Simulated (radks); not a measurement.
Results of a calculation; reference values are marked as such.
Q: Coherent X-ray form factor from a spherical all-electron density. Level of theory: scalar-relativistic Kohn-Sham, PBE, spin-polarised, spherical densities, finite nucleus; Fermi nuclear charge, rms radius of each element as measured or else 0.836 A^(1/3) + 0.57 fm (a radial shooting solver on a logarithmic mesh with Libxc functionals).

sin(theta)/lambda (1/angstrom)  f0 (electrons)
0.05                                    13.902
0.1                                     13.617
0.15                                    13.171
0.2                                     12.600
0.25                                    11.949
0.3                                     11.261
0.4                                      9.917
0.5                                      8.758
0.6                                      7.835
0.8                                      6.498
1                                        5.450
1.25                                     4.276
1.5                                      3.297
2                                        2.068

The species is in the configuration that NIST lists as its ground one. Which atom or ion scatters so?

A: The scandium ion Sc7+, [Ne] 3s2 3p2. Extrapolating in s^2 from the first two rows gives f0(0) = 14.0, near the electron count 14; among species with that count, the fall with angle is slower the higher Z, and the table is that of Z = 21; from so few rows the species is fixed only to a neighbour or two.
